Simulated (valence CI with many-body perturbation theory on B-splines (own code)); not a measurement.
# E1 line list for Ta66+

Level of theory: valence CI with perturbative core correlation (CI+MBPT): five valence electrons over a frozen Dirac-Fock core [He], radial functions for each j: 9 s, 9 p, 8 d, 6 f, 3 g, 1 h, with the one-electron correlation potential Σ1, the two-electron term Σ2, the three-electron term Σ3, Breit, model QED; selected CI, second order for the rest (own B-spline code, finite nucleus).

The last digits are not significant, and no measured levels were compared; by estimate large intervals hold to a few tenths of a per cent, small ones and those within an open d or f shell to about a per cent. Among the levels kept, up to 1200 cm⁻¹ of a level comes from second order outside the variational space, and about a tenth of that is noise between levels of different J, which matters for small intervals.

Lines 51 to 100 of 261 in falling wavelength, among levels below 87968 × 10³ cm⁻¹, chosen from the strongest by gf and those to the six lowest levels. Wavelengths and rates use the calculated energies. Electric multipoles are in the length gauge, E1 and E2 with the static RPA response of the core. Weak lines are less certain than strong ones. Lines between different terms over intervals too small for the method are left out, as are lines whose strength nearly cancels. The highest levels of a list are the least certain.

Levels are named by their leading jj configuration (3d3/2^4 stands for four electrons in 3d with j = 3/2), which in mixed levels can hold well under half, so a name can repeat and another be missing. Letters in brackets count levels of one name in rising energy.

```csv
λ vac (nm),Upper,Lower,A (s⁻¹),S (a.u.)
2.569,(2s 2p1/2^2 2p3/2 3d3/2) J=5/2 [a],(2s 2p1/2^2 2p3/2 3p1/2) J=3/2 [a],3.82e+11,1.92e-02
2.568,(2s^2 2p1/2 2p3/2 3p3/2) J=3/2 [a],(2s^2 2p1/2 2p3/2 3s) J=5/2,1.13e+11,3.77e-03
2.550,(2s 2p1/2^2 2p3/2 3p3/2) J=5/2 [b],(2s 2p1/2^2 2p3/2 3s) J=3/2 [b],1.10e+12,5.38e-02
2.546,(2s^2 2p1/2 2p3/2 3d3/2) J=3/2 [a],(2s^2 2p1/2 2p3/2 3p1/2) J=3/2 [a],3.36e+11,1.09e-02
2.546,(2s 2p1/2^2 2p3/2 3d3/2) J=3/2 [a],(2s 2p1/2^2 2p3/2 3p1/2) J=5/2,1.87e+11,6.09e-03
2.542,(2s^2 2p1/2 2p3/2 3p3/2) J=1/2 [a],(2s^2 2p1/2 2p3/2 3s) J=1/2,8.56e+11,1.39e-02
2.541,(2s 2p1/2^2 2p3/2 3d3/2) J=5/2 [b],(2s 2p1/2^2 2p3/2 3p1/2) J=3/2 [b],8.44e+11,4.10e-02
2.541,(2s 2p1/2^2 2p3/2 3d3/2) J=3/2 [a],(2s 2p1/2^2 2p3/2 3p1/2) J=3/2 [a],6.83e+11,2.21e-02
2.539,(2s^2 2p1/2 2p3/2 3d3/2) J=5/2 [a],(2s^2 2p1/2 2p3/2 3p1/2) J=3/2 [a],6.85e+11,3.32e-02
2.535,(2s^2 2p1/2^2 3d3/2) J=3/2,(2s^2 2p1/2^2 3p1/2) J=1/2,8.52e+11,2.74e-02
2.533,(2s^2 2p1/2 2p3/2 3p3/2) J=7/2,(2s^2 2p1/2 2p3/2 3s) J=5/2,1.26e+12,8.08e-02
2.529,(2s 2p1/2^2 2p3/2 3d3/2) J=7/2,(2s 2p1/2^2 2p3/2 3p1/2) J=5/2,8.16e+11,5.21e-02
2.523,(2s^2 2p1/2 2p3/2 3d3/2) J=7/2,(2s^2 2p1/2 2p3/2 3p1/2) J=5/2,8.49e+11,5.39e-02
2.519,(2s^2 2p1/2 2p3/2 3p3/2) J=3/2 [a],(2s^2 2p1/2 2p3/2 3s) J=1/2,4.12e+11,1.30e-02
2.518,(2s 2p1/2^2 2p3/2 3d3/2) J=1/2 [a],(2s 2p1/2^2 2p3/2 3p1/2) J=3/2 [a],9.07e+11,1.43e-02
2.514,(2s^2 2p1/2 2p3/2 3d3/2) J=3/2 [a],(2s^2 2p1/2 2p3/2 3p1/2) J=1/2,4.84e+11,1.52e-02
2.513,(2s^2 2p1/2 2p3/2 3p3/2) J=5/2 [a],(2s^2 2p1/2 2p3/2 3s) J=3/2 [a],1.31e+12,6.15e-02
2.505,(2s 2p1/2^2 2p3/2 3p3/2) J=5/2 [a],(2s 2p1/2^2 2p3/2 3s) J=3/2 [a],5.27e+11,2.46e-02
2.498,(2s 2p1/2^2 2p3/2 3p3/2) J=7/2,(2s 2p1/2^2 2p3/2 3s) J=5/2,1.20e+12,7.41e-02
2.489,(2s 2p1/2^2 2p3/2 3d3/2) J=1/2 [b],(2s 2p1/2^2 2p3/2 3p1/2) J=1/2,7.50e+11,1.14e-02
2.484,(2s^2 2p1/2 2p3/2 3d3/2) J=1/2 [a],(2s^2 2p1/2 2p3/2 3p1/2) J=1/2,7.87e+11,1.19e-02
2.483,(2s 2p1/2^2 2p3/2 3p3/2) J=1/2 [a],(2s 2p1/2^2 2p3/2 3s) J=3/2 [a],1.14e+12,1.73e-02
2.468,(2s^2 2p1/2 2p3/2 3p3/2) J=3/2 [a],(2s^2 2p1/2 2p3/2 3s) J=3/2 [a],2.34e+11,6.96e-03
2.466,(2s^2 2p1/2^2 3p3/2) J=3/2,(2s^2 2p1/2^2 3s) J=1/2,1.38e+12,4.08e-02
2.462,(2s^2 2p1/2 2p3/2 3p3/2) J=3/2 [b],(2s^2 2p1/2 2p3/2 3s) J=3/2 [b],5.46e+11,1.61e-02
2.461,(2s 2p1/2^2 2p3/2 3p3/2) J=3/2 [b],(2s 2p1/2^2 2p3/2 3s) J=3/2 [b],5.77e+11,1.70e-02
2.451,(2s 2p1/2^2 2p3/2 3p3/2) J=3/2 [a],(2s 2p1/2^2 2p3/2 3s) J=5/2,2.84e+11,8.26e-03
2.446,(2s^2 2p1/2 2p3/2 3d3/2) J=5/2 [b],(2s^2 2p1/2 2p3/2 3p1/2) J=5/2,3.43e+11,1.49e-02
2.430,(2s^2 2p1/2 2p3/2 3p3/2) J=3/2 [b],(2s^2 2p1/2 2p3/2 3s) J=5/2,1.96e+11,5.54e-03
2.425,(2s^2 2p1/2 2p3/2 3p3/2) J=5/2 [b],(2s^2 2p1/2 2p3/2 3s) J=3/2 [b],7.25e+11,3.06e-02
2.419,(2s^2 2p1/2 2p3/2 3d3/2) J=3/2 [b],(2s^2 2p1/2 2p3/2 3p1/2) J=5/2,2.28e+11,6.37e-03
2.415,(2s 2p1/2^2 2p3/2 3p3/2) J=3/2 [b],(2s 2p1/2^2 2p3/2 3s) J=1/2,7.77e+11,2.16e-02
2.394,(2s^2 2p1/2 2p3/2 3p3/2) J=5/2 [b],(2s^2 2p1/2 2p3/2 3s) J=5/2,7.67e+11,3.11e-02
2.393,(2s 2p1/2^2 2p3/2 3p3/2) J=1/2 [b],(2s 2p1/2^2 2p3/2 3s) J=1/2,1.10e+12,1.49e-02
2.386,(2s^2 2p1/2 2p3/2 3p3/2) J=3/2 [b],(2s^2 2p1/2 2p3/2 3s) J=1/2,4.06e+11,1.09e-02
2.367,(2s 2p1/2^2 2p3/2 3p3/2) J=5/2 [a],(2s 2p1/2^2 2p3/2 3s) J=5/2,7.99e+11,3.13e-02
2.357,(2s^2 2p1/2 2p3/2 3d3/2) J=3/2 [b],(2s^2 2p1/2 2p3/2 3p1/2) J=3/2 [a],1.29e+11,3.33e-03
2.340,(2s^2 2p1/2 2p3/2 3p3/2) J=3/2 [b],(2s^2 2p1/2 2p3/2 3s) J=3/2 [a],4.43e+11,1.12e-02
2.320,(2s^2 2p1/2 2p3/2 3p3/2) J=1/2 [b],(2s^2 2p1/2 2p3/2 3s) J=3/2 [b],1.43e+12,1.76e-02
2.252,(2s^2 2p1/2 2p3/2 3p3/2) J=1/2 [b],(2s^2 2p1/2 2p3/2 3s) J=1/2,3.75e+11,4.23e-03
2.210,(2s 2p1/2^2 2p3/2 3p3/2) J=5/2 [b],(2s 2p1/2^2 2p3/2 3s) J=3/2 [a],1.50e+11,4.80e-03
2.125,(2s 2p1/2^2 2p3/2 3p3/2) J=1/2 [b],(2s 2p1/2^2 2p3/2 3s) J=3/2 [a],3.15e+11,2.98e-03
1.324,(2s^2 2p3/2^3) J=3/2,(2s 2p1/2^2 2p3/2^2) J=1/2,5.68e+09,2.61e-05
1.192,(2s^2 2p3/2^3) J=3/2,(2s 2p1/2^2 2p3/2^2) J=5/2,8.12e+09,2.71e-05
0.7778,(2s 2p1/2 2p3/2^3) J=3/2 [a],(2s^2 2p1/2 2p3/2^2) J=1/2,6.83e+10,6.35e-05
0.7554,(2s 2p1/2^2 2p3/2^2) J=5/2,(2s^2 2p1/2^2 2p3/2) J=3/2,2.54e+12,3.24e-03
0.7535,(2s 2p1/2 2p3/2^3) J=3/2 [a],(2s^2 2p1/2 2p3/2^2) J=5/2,2.73e+11,2.31e-04
0.7431,(2s 2p1/2 2p3/2^3) J=3/2 [a],(2s^2 2p1/2 2p3/2^2) J=3/2,8.15e+12,6.60e-03
0.7352,(2s 2p1/2 2p3/2^3) J=5/2,(2s^2 2p1/2 2p3/2^2) J=5/2,8.02e+12,9.43e-03
0.7300,(2s 2p1/2 2p3/2^3) J=1/2,(2s^2 2p1/2 2p3/2^2) J=1/2,5.73e+12,2.20e-03
```
